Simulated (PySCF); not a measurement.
## Field gradients at the hydrogen positions

Compound: C₃H₁₃FSSi₃.
Z-matrix (Å and degrees, GFN2-xTB geometry), rows numbered from 1:
```
C 
S   1  1.8133
C   2  1.8591  1  101.66
F   3  1.3951  2  107.07  1   -40.65
Si  3  1.9231  2  107.97  1    77.06
C   3  1.5118  2  107.30  1  -157.22
Si  6  1.9144  3  114.56  2   171.16
Si  7  2.3120  6  112.23  3   -56.31
H   1  1.0852  2  105.98  3   171.05
H   1  1.0860  2  110.56  3   -69.57
H   1  1.0856  2  109.10  3    52.51
H   5  1.4606  3  107.39  2  -163.79
H   5  1.4620  3  108.85  2   -45.38
H   5  1.4583  3  105.91  2    73.81
H   6  1.0901  3  107.78  2   -64.89
H   6  1.0943  3  108.44  2    50.03
H   7  1.4736  6  106.36  3    69.40
H   7  1.4714  6  103.65  3  -179.73
H   8  1.4652  7  112.37  6    87.25
H   8  1.4683  7  110.21  6  -154.06
H   8  1.4638  7  113.30  6   -34.76
```

Level: PBE0/pcSseg-1 (PySCF, non-relativistic); Q(2H) = 0.00286 b; rigid geometry, the same for H and D, with no vibrational averaging.

Problem. Rank these positions by the coupling χzz of a deuteron there, largest first.
A. H17 (Si–H hydrogen)
B. H13 (Si–H hydrogen)
C. H16 (methylene hydrogen)
D. H15 (methylene hydrogen)
E. H9 (methyl hydrogen)

Solution. E (213 kHz), D (209 kHz), C (202 kHz), B (110 kHz), A (106 kHz).

Problem. Give the electric field gradient Vzz (the principal value of largest size), its asymmetry and the 2H coupling at each hydrogen.

Solution. 
```csv
atom,bonded to,bond length (Å),Vzz (au),η,χzz (kHz)
H9,C1,1.085,0.3176,0.05,213
H10,C1,1.086,0.3136,0.04,211
H11,C1,1.086,0.3122,0.03,210
H12,Si5,1.461,0.1639,0.01,110
H13,Si5,1.462,0.1639,0.04,110
H14,Si5,1.458,0.1663,0.03,112
H15,C6,1.090,0.3104,0.05,209
H16,C6,1.094,0.3003,0.03,202
H17,Si7,1.474,0.1572,0.03,106
H18,Si7,1.471,0.1589,0.01,107
H19,Si8,1.465,0.1640,0.01,110
H20,Si8,1.468,0.1611,0.00,108
H21,Si8,1.464,0.1648,0.02,111
```

Problem. Average by the element that carries the hydrogen.

Solution. on C: 209 kHz over 5 positions, mean bond length 1.088 Å; on Si: 109 kHz over 8 positions, mean bond length 1.465 Å.

Problem. How does χzz go with the bond length over the 8 Si–H bonds?

Solution. A straight-line fit has a slope of -3.7 kHz for each 0.01 Å, with a correlation coefficient of -0.95, over lengths from 1.458 to 1.474 Å. The longer bonds have the smaller couplings here.

Problem. Give the 2H NMR doublet splittings at H15 for a magnetic field along the z, y and x axes of the gradient: 3χ/2, 3χ(1 + η)/4, 3χ(1 − η)/4.

Solution. With |χ| = 208.6 kHz and η = 0.051: 313, 164 and 148 kHz, to first order and without motion.

Geometry: GFN2-xTB, one conformer, isolated molecule. GFN2-xTB bond lengths can be off by several hundredths of an ångström, more for odd bonds, and the gradients follow them. With so small a basis the couplings can be 20 % off.
